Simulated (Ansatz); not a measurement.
Cost and result for the atomization energy of CH$_{4}$F$_{2}$GeOSe (`C[O][Ge]([F])([F])[SeH]`) (10 atoms, 9 bonds).

Cartesian coordinates in Å:
```
C -1.233 0.446 1.303
O -0.537 -0.580 0.605
Ge 0.607 -0.176 -0.640
F 1.855 0.825 0.000
F -0.134 0.876 -1.786
Se 1.401 -2.133 -1.559
H -0.545 1.085 1.862
H -1.906 -0.047 2.005
H -1.824 1.063 0.621
H 2.317 -1.361 -2.411
```

Charge 0, multiplicity 1. Correlated methods include outer-core shells of Ge, Se, which these sets cover unevenly. Scalar relativity is left out up to krypton. Geometry: relaxed with PBE0-D4/def2-TZVP. It is one conformer, not always the lowest. Program: Ansatz. All runs use 2 threads of an AMD EPYC 7R13 on a shared host and a share of an NVIDIA H100 80 GB. Times are those of one run each, without the atoms' runs, and a repeat can differ threefold. Electronic energies, without spin–orbit coupling; frozen cores. CCSD(T)/CBS adds CCSD(T) − MP2 in def2-TZVPP to the MP2 limit, and its time is that of the two runs behind it. T1 = 0.011. With those shells the extrapolation isn't a true limit. B3LYP takes the VWN-RPA correlation (the form of Gaussian; ORCA's B3LYP/G).

CCSD(T)/CBS is a level of theory with its own doubt, some kJ/mol a heavy atom from the limit and from the frozen cores, so smaller differences don't rank the functionals.

```csv
level,functions,wall time
PBE-D4/def2-TZVPP (with forces),276,3.2 s
PBE0-D4/def2-TZVPP,276,5.5 s
r2SCAN-D4/def2-TZVPP (with forces),276,6 s
B3LYP-D4/def2-TZVPP (with forces),276,7 s
B2PLYP/def2-TZVPP,276,8.6 s
ωB97X-V/def2-TZVPP,276,9 s
MP2/def2-QZVPP,526,12 s
ωB97M-V/def2-TZVPP (with forces),276,12 s
CCSD(T)/def2-TZVPP,276,18 s
CCSD(T)/CBS(def2),–,30 s
```

Question: What atomization energy does each give, and how far from CCSD(T)/CBS? (Estimate.)

Answer: The calculation gave: 
```tsv
level	atomization (kJ/mol)	difference from CCSD(T)/CBS	per bond
PBE-D4/def2-TZVPP (with forces)	3645.2	54.1	6.0
PBE0-D4/def2-TZVPP	3542.6	-48.5	-5.4
r2SCAN-D4/def2-TZVPP (with forces)	3587.3	-3.8	-0.4
B3LYP-D4/def2-TZVPP (with forces)	3538.4	-52.7	-5.9
B2PLYP/def2-TZVPP	3523.7	-67.4	-7.5
ωB97X-V/def2-TZVPP	3586.7	-4.4	-0.5
MP2/def2-QZVPP	3657.2	66.1	7.3
ωB97M-V/def2-TZVPP (with forces)	3555.6	-35.5	-3.9
CCSD(T)/def2-TZVPP	3495.6	-95.5	-10.6
CCSD(T)/CBS(def2)	3591.1	0.0	0.0
```

The D4 term adds +38.5 kJ/mol with B3LYP and +20.3 kJ/mol with PBE0; it sums over pairs of atoms, weighted by their polarisabilities, and B3LYP, whose exchange is more repulsive, gets the larger term. In def2-TZVPP, CCSD(T) changes the Hartree–Fock value by +1019.0 kJ/mol (the triples alone add +68.5 kJ/mol) and MP2 by +1123.5 kJ/mol; breaking electron pairs costs correlation energy, which Hartree–Fock lacks. From PBE to PBE0 (25 % exact exchange), in def2-TZVPP and without D4, the atomization energy moves by −99.2 kJ/mol: exact exchange takes away binding that semilocal exchange gives to molecules.
